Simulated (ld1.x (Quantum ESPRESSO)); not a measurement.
Mo (Z = 42): what ld1.x (Quantum ESPRESSO) 7.5 does with a changed input

Command:

```bash
ld1.x < Mo.in > Mo.out
```

Input:

```
&input
   title='Mo', zed=42., rel=1, dft='PBE', iswitch=3, dx=0.1,
   config='[Kr] 4d5 5s1 5p0',
   nld=3, rlderiv=4.55, eminld=-2.0, emaxld=5.0, deld=0.02
 /
 &inputp
   pseudotype=1, tm=.true., lloc=0,
   nlcc=.true., rcore=1.50,
   file_pseudopw='Mo.pp', file_wfcaegen='ae.wfc', file_wfcncgen='nc.wfc'
 /
3
5P  2  1   0.00   0.00  4.20  4.20  0.0
4D  3  2   5.00   0.00  1.70  1.70  0.0
5S  1  0   1.00   0.00  2.75  2.75  0.0
 &test
   configts(1)='4d5 5s1 5p0'
 /
```

This is an input that runs to its end, with one change: mesh step dx=0.1.

Question: How does the run end?

Answer: The program runs through. The occupied levels of the test differ from the all-electron ones by at most 0.00004 Ry (unchanged input: 0.00000 Ry).

```
      Wfc   5P  rcut= 4.316  Using Troullier-Martins method

      Wfc   4D  rcut= 1.588  Using Troullier-Martins method

     ------------------- End of pseudopotential generation -------------------

     Computing logarithmic derivative in   4.54296
     Computing logarithmic derivative in   4.54296
     Computing the partial wave expansion
       no projector for channel:   0
     R is outside the sphere for l=    1 j= 0.00
     R is outside the sphere for l=    2 j= 0.00

     ---------------------- Testing the pseudopotential ----------------------

     Mo
     scalar relativistic calculation

     atomic number is 42.00   valence charge is  6.00
     dft =PBE   lsd =0 sic =0 latt =0  beta=0.20 tr2=1.0E-14
     mesh = 155 r(mesh) = 105.88254 xmin = -7.00 dx = 0.10000

     n l     nl             e AE (Ry)        e PS (Ry)    De AE-PS (Ry)
     3 2     4D   1( 5.00)       -0.27462       -0.27466        0.00004
     1 0     5S   1( 1.00)       -0.29896       -0.29898        0.00002
     2 1     5P   1( 0.00)       -0.07724       -0.07727        0.00003

     eps = 8.5E-15  iter = 11

     Etot =   -8097.608244 Ry,   -4048.804122 Ha, -110173.572792 eV
     Etotps =   -21.762004 Ry,     -10.881002 Ha,    -296.087153 eV

     Ekin =      18.072102 Ry,       9.036051 Ha,     245.883471 eV
     Encl =     -23.050633 Ry,     -11.525317 Ha,    -313.619844 eV
     Ehrt =      14.754192 Ry,       7.377096 Ha,     200.741009 eV
     Ecxc =     -11.282245 Ry,      -5.641122 Ha,    -153.502762 eV
     (Ecc =      -5.875920 Ry,      -2.937960 Ha,     -79.945966 eV)
     Epseu=     -20.255420 Ry,     -10.127710 Ha,    -275.589028 eV

     ---------------------- End of pseudopotential test ----------------------
```
